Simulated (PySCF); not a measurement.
C₅H₅, doublet, geometry from GFN2-xTB. Base run: M062X/6-31G (PySCF).

The PySCF input:
```python
from pyscf import gto, scf, dft, solvent

mol = gto.M(
    atom='''
C     0.63247678    1.00549904   -0.40434243
C    -0.64758030    1.06107182   -0.07148220
C    -1.05207362   -0.33036410    0.36090121
C     0.21810207   -1.11111415    0.19911263
C     1.19508834   -0.30933061   -0.25098041
H    -1.32268032    1.89341165   -0.08241413
H    -1.40418739   -0.33547311    1.39418448
H    -1.85338050   -0.72164903   -0.26877166
H     0.28980939   -2.16028924    0.42338536
H     2.21435925   -0.57057233   -0.46563683
''',
    basis='6-31g',
    spin=1,
    verbose=4,
)

mf = dft.UKS(mol)
mf.xc = 'm062x'
mf.kernel()
```

Variants of this job, named by their change:

```tsv
change	ΔE vs base (kJ/mol)	dipole (D)
base	0.00	1.30
model = IEF-PCM; solvent = acetonitrile; vdw_scale = 1.4	-5.37	1.62
model = IEF-PCM; solvent = acetonitrile; lebedev_order = 11	-9.17	1.76
model = IEF-PCM; solvent = acetonitrile; lebedev_order = 41	-9.71	1.77
model = COSMO; solvent = acetonitrile	-9.66	1.77
model = IEF-PCM; solvent = acetonitrile; vdw_scale = 1.0	-18.01	2.00
model = IEF-PCM; solvent = acetonitrile; r_probe = 0.5	-3.68	1.55
model = C-PCM; solvent = acetonitrile	-9.82	1.78
model = IEF-PCM; solvent = methanol	-9.60	1.77
model = IEF-PCM; solvent = acetonitrile; vdw_scale = 1.1	-13.15	1.88
model = IEF-PCM; solvent = dimethylsulfoxide	-9.77	1.78
model = ddCOSMO; solvent = acetonitrile	-6.48	1.69
```

The base is the gas phase, so ΔE is the electrostatic part of solvation at a fixed geometry, without cavity and dispersion terms.

Open shells are given as the SCF converged; they aren't shown to be the lowest states, and a large step between rows can be another state.
